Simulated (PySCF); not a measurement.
A calculated (M06-L, PySCF 2.14, cc-pVDZ, no relativity, point nucleus) atom or ion has these occupied shells.

```json
{"shell": "1s α", "electrons": "1", "orbital energy (eV)": "-292.59", "rms radius, mean of both spins (bohr)": "0.313"}
{"shell": "1s β", "electrons": "1", "orbital energy (eV)": "-291.99", "rms radius, mean of both spins (bohr)": "0.313"}
{"shell": "2s α", "electrons": "1", "orbital energy (eV)": "-26.672", "rms radius, mean of both spins (bohr)": "1.62"}
{"shell": "2s β", "electrons": "1", "orbital energy (eV)": "-24.993", "rms radius, mean of both spins (bohr)": "1.62"}
{"shell": "2p α", "electrons": "1", "orbital energy (eV)": "-18.527", "rms radius, mean of both spins (bohr)": "1.64"}
```

(1) Name the element and its charge.

Results:

(1) C⁺ (carbon, charge +1), in [He] 2s2 2p1, 2P determinant.
